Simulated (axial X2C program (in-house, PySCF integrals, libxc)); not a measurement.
**Spin–orbit effects along a row: molecules with I (ions), PBE0**

Calculated with an in-house all-electron X2C program for linear molecules (integrals from PySCF), spin-free (one-electron X2C) or two-component (2c: spin–orbit coupling with atomic mean-field Coulomb and Gaunt terms, which also bring small scalar terms), in Dyall basis sets with cores contracted in-house; open shells are unrestricted.

Basis sets: Cl dyall-av3z, I dyall-cv3z, Mg dyall-cv3z, Na dyall-cv3z, S dyall-av3z, Si dyall-v3z.

```
molecule   spin-free state  Re (Å)  ωe (cm⁻¹)  De (eV)  2c state  Re 2c (Å)  ωe 2c (cm⁻¹)  De 2c (eV)
    NaI⁺  M_S = 1/2, Λ = 1   3.080      141.3     0.44   Ω = 3/2      3.082         141.3        0.49
    MgI⁺    M_S = 0, Λ = 0   2.455      382.9     2.38     Ω = 0      2.464         373.2        2.14
    SiI⁺    M_S = 0, Λ = 0   2.323      453.6     4.25     Ω = 0      2.327         449.5        4.01
     SI⁺    M_S = 1, Λ = 0   2.215      486.6     3.99     Ω = 1      2.222         476.2        3.75
    ICl⁺  M_S = 1/2, Λ = 1   2.232      457.3     2.78   Ω = 3/2      2.241         447.7        2.69
```

(1) Work out the shifts from the spin-free to the two-component result.

Fragments in 2c: I + Na+, I + Mg+, I + Si+, I+ + S, I+ + Cl. Each entry is the lowest single determinant of a limited PBE0 search at one distance. De goes to single-determinant-based atoms at the same level (for ions the charge split of lowest energy) and is withheld (n/a) where an atom does not fit its ground term or J level. Main or longest-lived isotopes. One determinant is a doubtful description, or other states lie close, for NaI⁺, SI⁺; these need not be ground states, and all values refer to the states named. Some open-shell Ω = 0 determinants are out of reach, so the Ω given for SI⁺ need not be the lowest component. With several unpaired electrons the Ω given is that of one determinant, not necessarily of the lowest component. Some light 2c atoms are not at their ground J level, so De misses part of their lowering (0.04 eV or less). The functionals have no current term, which raises determinants with orbital currents. Where the atoms have a lower orbital projection than the molecule, De at mean-field level may be about a tenth of an eV too small.

Answers

(1) 

```tsv
molecule	2c state	ΔRe (Å)	Δωe (cm⁻¹)	ΔDe (eV)
NaI⁺	Ω = 3/2	0.002	0.0	0.05
MgI⁺	Ω = 0	0.009	-9.7	-0.24
SiI⁺	Ω = 0	0.004	-4.1	-0.24
SI⁺	Ω = 1	0.007	-10.4	n/a
ICl⁺	Ω = 3/2	0.009	-9.6	-0.09
```

Shifts of one unit in the last digit are rounding.
